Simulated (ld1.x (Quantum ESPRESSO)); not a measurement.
**bismuth (Bi), TM: configuration errors across variants**

- Element: Bi (Z = 83)
- Generator: ld1.x (Quantum ESPRESSO) 7.5
- Type: norm-conserving Troullier–Martins (Kleinman–Bylander form)
- Functional: PBEsol
- Relativity: scalar-relativistic
- Frozen core: [Xe] 4f14 5d10
- Valence charge: 5
- Reference configuration: 6s2 6p3
- Partial waves: 6p (bound): rc 2.70 bohr; 6s (bound): rc 1.40 bohr
- Local potential: the s channel
- Core correction: Bessel-smoothed model core inside 1.45 bohr

All-electron excitation energies from the reference (eV): (1) 6s2 6p2 7.949; (2) 6s2 6p1 23.239; (3) 6s2 6p0 46.596; (4) 6s2 6p2.5 3.113; (5) 6s1 6p0 92.074; (6) 6s1 6p3 18.805; (7) 6s1 6p4 10.116.

3 further variants failed, have other tests or another functional or relativity, and are left out.

Errors AE − PS in meV (a dash: test not solved or not reliable):

| change | (1) | (2) | (3) | (4) | (5) | (6) | (7) | bound ghosts |
| --- | --- | --- | --- | --- | --- | --- | --- | --- |
| base | -12 | -74 | -252 | -2.8 | -775 | -69 | -45 | none |
| core correction Bessel-smoothed model core inside 1.60 bohr | -12 | -74 | -251 | -2.8 | -775 | -69 | -44 | none |
| wave 6s (bound): rc 1.40 bohr becomes 6s (bound): rc 1.50 bohr | -12 | -75 | -262 | -2.7 | -872 | -68 | -38 | none |
| wave 6p (bound): rc 2.70 bohr becomes 6p (bound): rc 3.26 bohr | -13 | -90 | -326 | -2.9 | -940 | -52 | -28 | none |

(1) Give the same row for: all radii but the core radius scaled by about 1.08 (s 1.52, p 2.92 bohr).

## Answers

(1) -12, -81, -291, -2.7, -947, -59, -28; bound ghosts: none.
